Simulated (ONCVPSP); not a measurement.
Cutoff test, Ga (Z = 31), ONCV

Ga (Z = 31), optimised norm-conserving Vanderbilt (ONCV), made with ONCVPSP 4.0.1 (PBE, scalar-relativistic). Core [Ne], reference 3s2 3p6 3d10 4s2 4p1. Waves: 3s+4s: rc 1.10 bohr, ncon 3, nbas 6, qcut 11.4 1/bohr, 2 projectors; 3p+4p: rc 1.00 bohr, ncon 3, nbas 8, qcut 11.1 1/bohr, 2 projectors; 3d: rc 0.95 bohr, ncon 4, nbas 9, qcut 16.6 1/bohr, local. Local part: the d channel. Core correction: none.

Problem. For each optimised wave give the share of its norm inside rc, the residual kinetic energy above qcut (Ha) and the cutoffs (Ha) for errors of 10, 1, 0.1 and 0.01 mHa per electron.

Solution.

| wave | norm inside rc | residual KE | 10 mHa | 1 mHa | 0.1 mHa | 0.01 mHa |
| --- | --- | --- | --- | --- | --- | --- |
| 3s | 0.950 | 3.5e-06 | 30.6 | 43.5 | 52.3 | 59.7 |
| 4s | 0.046 | 1.1e-06 | 12.4 | 37.7 | 49.5 | 57.9 |
| 3p | 0.878 | 2.7e-05 | 40.9 | 50.1 | 57.4 | 99.5 |
| 4p | 0.016 | 1.8e-06 | 26.1 | 38.4 | 48.6 | 56.6 |
| 3d | 0.712 | 3.5e-06 | 93.0 | 109.4 | 122.4 | 132.4 |

The occupied waves need 109 Ha and 122 Ha for 1 and 0.1 mHa. 1 of 4 tests not solved or not reliable.
